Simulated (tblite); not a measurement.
Compound: C9H8S.
Structure used (GFN2-xTB), in Å, numbered top down from 1:
```xyz
18
C9H8S angstrom
S      4.9431    0.6567   -0.0222
C      3.6135   -0.2725    0.1873
C      2.2912    0.2019    0.0157
C      1.2071   -0.5880    0.1948
C     -0.1769   -0.2113    0.0504
C     -0.5853    1.0788   -0.3105
C     -1.9253    1.3829   -0.4354
C     -2.8904    0.4139   -0.2041
C     -2.5043   -0.8679    0.1564
C     -1.1654   -1.1769    0.2822
H      3.7442   -1.3123    0.4755
H      2.1932    1.2397   -0.2683
H      1.3777   -1.6209    0.4776
H      0.1506    1.8456   -0.4940
H     -2.2234    2.3827   -0.7152
H     -3.9376    0.6576   -0.3043
H     -3.2514   -1.6261    0.3393
H     -0.8692   -2.1776    0.5632
```

Computed with GFN2-xTB (tblite): harmonic, unscaled wavenumbers at the GFN2-xTB geometry, gas phase. The method is semi-empirical: single wavenumbers can be off by several per cent or more. One conformer, not necessarily the lowest.

Harmonic wavenumbers (cm⁻¹): 35.2, 91.4, 113.1, 136.5, 273.3, 283.7, 293.7, 364.7, 474.9, 481.0, 574.9, 589.3, 655.1, 738.6, 795.0, 813.8, 846.9, 863.2, 900.0, 927.4, 932.5, 986.3, 988.8, 1028.1, 1082.9, 1120.9, 1175.6, 1181.9, 1198.0, 1208.3, 1249.4, 1274.0, 1304.5, 1332.0, 1352.5, 1431.3, 1470.4, 1561.3, 1573.4, 1601.7, 2974.7, 3039.4, 3073.4, 3079.6, 3085.8, 3088.5, 3095.1, 3104.9.

A = 4617, B = 420.5, C = 385.4 MHz; mass 148.035 u (most abundant isotopes); point group Cs, symmetry number 1.

Q: What is the zero-point energy?

A: Half the sum of the wavenumbers: 29923 cm⁻¹ = 85.56 kcal/mol.

Q: What is S at 200 K and 1 bar for an ideal gas of classical rigid rotors and harmonic oscillators?

A: Translation 38.93, rotation 29.25, vibration 16.68: S = 84.9 cal/(mol K).

Q: And Cp and H(200 K) − H(0)?

A: Cp = 25.97 cal/(mol K), of which vibrations give 18.03 (their classical limit is 48 R = 95.4); H(200 K) − H(0) = 3.37 kcal/mol without the zero-point energy, 1.78 from vibrations.

Q: What must be added to the electronic energy to get the Gibbs energy at 200 K and 1 bar?

A: ZPE + [H(200 K) − H(0)] − T·S = 85.56 + 3.37 − 16.97 = 71.96 kcal/mol.

Q: Which modes carry the vibrational entropy at 200 K?

A: 35.2 cm⁻¹: 4.72; 91.4 cm⁻¹: 2.86; 113.1 cm⁻¹: 2.45; 136.5 cm⁻¹: 2.10; 273.3 cm⁻¹: 0.94; 283.7 cm⁻¹: 0.88 cal/(mol K); the other 42 give 2.74 together.

Q: Blend soft modes into free rotors: weight 1/[1 + (100 cm⁻¹/ν̃)⁴] for the oscillator and the rest for a rotor with moment μB/(μ + B), μ = h/(8π²ν), B = 10⁻⁴⁴ kg m². What vibrational entropy results?

A: 15.29 cal/(mol K) in place of 16.68, which changes −T·S at 200 K by +0.28 kcal/mol.

Q: How do the functions run with temperature in this model?

A: 
| T (K) | S (cal/(mol K)) | Cp (cal/(mol K)) | H − H(0) (kcal/mol) | G − H(0) (kcal/mol) | ln q(vib) |
| --- | --- | --- | --- | --- | --- |
| 100 | 70.4 | 17.0 | 1.24 | -5.80 | 1.66 |
| 300 | 97.3 | 36.5 | 6.49 | -22.72 | 6.17 |
| 500 | 120.7 | 55.5 | 15.79 | -44.55 | 10.87 |
| 800 | 150.9 | 72.7 | 35.28 | -85.44 | 17.89 |
| 1000 | 167.9 | 79.8 | 50.57 | -117.37 | 22.31 |

q(vib) and H(0) count from the zero-point level.

Hindered rotation and anharmonicity are outside this model. Other conformers, if any are populated, would add a mixing term that is left out.
